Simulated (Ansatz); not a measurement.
Ideal-gas functions of ClF2HNSi (`[NH][Si](F)(F)Cl`) radical at 600 K and 1 bar, from an Ansatz frequency run at PBE0-D4/def2-TZVP.

Molar mass 116.55 g/mol, point group C1 (symmetry number 1), electronic degeneracy 2, moments of inertia 125.778, 204.874, 208.026 u Å². Harmonic wavenumbers (cm⁻¹, unscaled): 154, 200, 237, 301, 314, 345, 569, 766, 830, 958, 996, 3509.

Use S(trans) = R[1.5 ln M + 2.5 ln T − 1.1517]; rotational temperatures θ = 24.2544 K / I; S(rot) = R[ln(√π/σ · √(T³/θAθBθC)) + 1.5]; for each mode x = 1.438777 ν̃/T, S = R[x/(eˣ − 1) − ln(1 − e⁻ˣ)] and H = RT x/(eˣ − 1); 1 cm⁻¹ = 0.0119627 kJ/mol; R = 8.31446 J/(mol·K).

By hand: the entropy, in J/(mol·K).

Translation 182.7. Rotation: θ = 0.1928, 0.1184, 0.1166 K, giving 121.7. Vibration, mode by mode: 16.64, 14.50, 13.12, 11.20, 10.87, 10.12, 6.35, 4.34, 3.84, 3.02, 2.81, 0.02, in all 96.8. Electronic 5.8. Sum 407.0 J/(mol·K).

By hand: H − E and G − E in kJ/mol, counted from the electronic energy.

Zero-point energy ½ × 9179 × 0.0119627 = 54.9; thermal vibration 29.8; translation, rotation and pV give 4 RT = 20.0. H − E = 104.7 kJ/mol, and G − E = 104.7 − 600 × 407.0/1000 = -139.5 kJ/mol.

Vibration gives 24 % of the entropy. The sum counts one conformer and one mirror image; others add a mixing term.
